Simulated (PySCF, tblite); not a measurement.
Isomers of [C8H14P]+ (charge +1), one GFN2-xTB conformer each. Single-point energies are computed at PBE0/pcSseg-1 (PySCF, gas phase, no added dispersion term), electronic only.

| SMILES | GFN2-xTB relative energy (kJ/mol) |
| --- | --- |
| C=C(C)[P@@H+]1C=C(C)CC1 | 0.0 |
| C#CC[P@@H+]1CCC[C@H]1C | 61.5 |

Conformers: `[CH2:1]=[C:2]([CH3:3])[P@@H+:4]1[CH:5]=[C:6]([CH3:7])[CH2:8][CH2:9]1` (charge +1) with C1–C2–P4–C5 -131°, C2–P4–C5–C6 -127°, C5–C6–C8–C9 9°, C6–C8–C9–P4 -12°, C2–P4–C9–C8 132°; `[CH:1]#[C:2][CH2:3][P@@H+:4]1[CH2:5][CH2:6][CH2:7][C@H:8]1[CH3:9]` (charge +1) with C2–C3–P4–C5 170°, C3–P4–C5–C6 -106°, P4–C5–C6–C7 -39°, C5–C6–C7–C8 51°, C6–C7–C8–C9 -159°.

What does PBE0/pcSseg-1 give for the same structures?

```tsv
SMILES	PBE0/pcSseg-1 E (Eh)	PBE0/pcSseg-1 (kJ/mol)	GFN2-xTB (kJ/mol)	point group
C=C(C)[P@@H+]1C=C(C)CC1	-653.80701	0.0	0.0	C1
C#CC[P@@H+]1CCC[C@H]1C	-653.76425	112.3	61.5	C1
```

Both levels put the same isomer lowest. 

Which frontier levels and rotational constants go with these structures?

| SMILES | HOMO (eV, PBE0/pcSseg-1) | LUMO (eV) | A, B, C (MHz) |
| --- | --- | --- | --- |
| C=C(C)[P@@H+]1C=C(C)CC1 | -12.05 | -5.05 | 2780, 834.2, 778.4 |
| C#CC[P@@H+]1CCC[C@H]1C | -12.06 | -4.28 | 2208, 1029, 788.4 |

What happens when harmonic zero-point energies from GFN2-xTB frequencies are added?

| SMILES | ZPE (kJ/mol) | electronic (kJ/mol) | with ZPE (kJ/mol) |
| --- | --- | --- | --- |
| C=C(C)[P@@H+]1C=C(C)CC1 | 505.2 | 0.0 | 0.0 |
| C#CC[P@@H+]1CCC[C@H]1C | 507.4 | 112.3 | 114.5 |

The zero-point energies span 2.2 kJ/mol. The order is unchanged.
